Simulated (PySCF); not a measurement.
Give a PBE0-D3(BJ)/def2-SVP geometry of `[CH3][Al@H-]1[Cl+][Al@@H-]([F])[Cl+]1`.

```
atom  x, y, z in Å
C1    -2.065    0.319   -0.064
Al2   -0.557   -0.752    0.514
Cl3    1.117    0.683    1.297
Al4    2.369    0.239   -0.554
F5     2.313    1.595   -1.516
Cl6    0.797   -1.215   -1.337
H7    -2.530    0.840    0.789
H8    -2.842   -0.310   -0.528
H9    -1.763    1.081   -0.800
H10   -0.515   -2.036    1.429
H11    3.714   -0.482   -0.206
```

Orientation and origin are arbitrary. Atoms count from 1 in this order. Al2 (aluminium bonded to C, 2 Cl and H) has angles from 88.4° to 130.1°. Al4 (aluminium bonded to 2 Cl, F and H) has angles from 91.4° to 122.2°. The 4-membered ring Al2–Cl3–Al4–Cl6 has internal angles of 88.4° to 91.4° (sum 360°, against 360° for a flat polygon); it is almost planar, 0.01 Å rms from its mean plane, widest ring torsion 1°. The 4 Al–Cl bonds span 2.279 Å (Cl3–Al4, drawn single) to 2.340 Å (Al2–Cl6, drawn single), a spread of 0.061 Å.

Bonds between heavy atoms (Å): C1–Al2 1.938, Al2–Cl3 2.339, Cl3–Al4 2.279, Al4–F5 1.663, Al4–Cl6 2.280, Al2–Cl6 2.340.

Level of theory: PBE0-D3(BJ)/def2-SVP geometry optimisation, gas phase in PySCF.

Point group: near Cs, missed by 0.23 Å at most; the miss may be what the optimiser left on a soft mode. No frequency check.
